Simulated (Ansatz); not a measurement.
Input for Ansatz (an electronic-structure program): R-CCSD(T)/aug-cc-pV(D+d)Z on ClH3Si (SMILES [SiH3]Cl) with ghost functions. Files ending in .json are basis or fitting sets from the Basis Set Exchange.

Ansatz 0.2 input:
```yaml
crystal:
  periodic: [false, false, false]
  atoms:
    - {symbol: Si, position_ang: [-0.91301048, -0.01164449, 3.90067210]}
    - {symbol: Cl, position_ang: [1.10432548, 0.42243292, 4.02446867]}
    - {symbol: H, position_ang: [-1.57321912, 1.04725016, 3.11435936]}
    - {symbol: H, position_ang: [-1.46004405, -0.05297133, 5.27102273]}
    - {symbol: H, position_ang: [-1.07163691, -1.32208756, 3.24286858]}
basis:
  gaussian:
    orbitals: aug-cc-pV_D+d_Z.json
    ghost_atoms:
      - {symbol: C, position_ang: [0.00177899, -0.09046503, 0.20816642]}
      - {symbol: H, position_ang: [0.38483717, -0.03687533, -0.80989607]}
      - {symbol: H, position_ang: [-0.33411219, -1.10567794, 0.41539288]}
      - {symbol: H, position_ang: [0.79038180, 0.18139651, 0.90802214]}
      - {symbol: H, position_ang: [-0.83479929, 0.59879233, 0.31607937]}
magnetization: {spin_polarized: false}
correlation: {method: ccsd_t, electrons: outside_noble_gas}
scf: {lower_state_search: off}
```

Program output:

```
Functional definition: HF
[...]
these checks for a lower state are left out or cut short: stability, starts, cluster_reference, orbital_swaps, neighbouring_geometries, increment
integrals: 0.39 GiB planned
1354 factors; integrals over basis functions are off by at most 8.7e-4 eV
mean field: 0.42 GiB planned
mean field evaluation 1: about -20414.2491 eV, gradient 1.2e1 eV
mean field evaluation 2: about -20414.2501 eV, gradient 1.2e1 eV
mean field evaluation 4: about -20414.9444 eV, gradient 1.5e0 eV
mean field evaluation 8: about -20414.9536 eV, gradient 5.4e-4 eV
mean field -20414.95359416 eV, -750.2357068330 hartree, gradient 2.2e-6 eV, S^2 0.000000; 0 other end points of the search recorded, 0 dependent functions left out
10 core orbitals not correlated
reference -20414.95359416 eV, -750.2357068330 hartree; 7, 7 occupied and 133, 133 virtual orbitals, 1354 factors
second order -7.09757868 eV of doubles, -0.00000000 eV of singles
coupled cluster: 0.98 GiB planned
cycle   1  -7.83755220 eV  change   -7.4e-1 eV  update   6.2e-2
cycle   2  -8.08148577 eV  change   -2.4e-1 eV  update   1.9e-2
cycle   3  -8.10317896 eV  change   -2.2e-2 eV  update   5.8e-3
cycle   4  -8.10118353 eV  change    2.0e-3 eV  update   1.7e-3
cycle   5  -8.10067859 eV  change    5.0e-4 eV  update   4.4e-4
cycle   6  -8.10065614 eV  change    2.2e-5 eV  update   1.4e-4
cycle   7  -8.10066984 eV  change   -1.4e-5 eV  update   3.9e-5
cycle   8  -8.10067671 eV  change   -6.9e-6 eV  update   1.1e-5
perturbative correction -0.21367970 eV, -0.0078525842 hartree
Total energy: -20423.26795057 eV, -750.5412537954 hartree
Checks for a lower state left out: stability, starts, cluster_reference, orbital_swaps, neighbouring_geometries, increment
```

Self-consistency was reached.

Cost: about 16 core-seconds (a rough figure).
